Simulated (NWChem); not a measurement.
Molecule: SnNH$_{2}$I, singlet; SMILES [NH2][Sn][I]

```xyz
5

Sn     0.3214     1.2872    -0.0020
I     -0.0639    -1.4583     0.0023
N     -1.6553     1.7210    -0.0023
H     -2.3987     1.0277    -0.0011
H     -2.0251     2.6675    -0.0037
```
Atoms are numbered in this order, from 1.

Results from NWChem. Low-valent species are run as closed-shell singlets; no triplet was tried in these runs. Geometry: optimised at PBE0/def2-SVP. def2 effective core potentials on Sn, I; no spin-orbit coupling. Static field.

| level | isotropic polarisability (bohr³) | anisotropy (bohr³) |
|---|---|---|
| PBE/def2-SVPD | 95.7 | 50.7 |
| B3LYP/def2-SVPD | 93.3 | 49.4 |
| CAM-B3LYP/def2-SVPD | 91.0 | 47.5 |
| BHandHLYP/def2-SVPD | 90.1 | 46.8 |
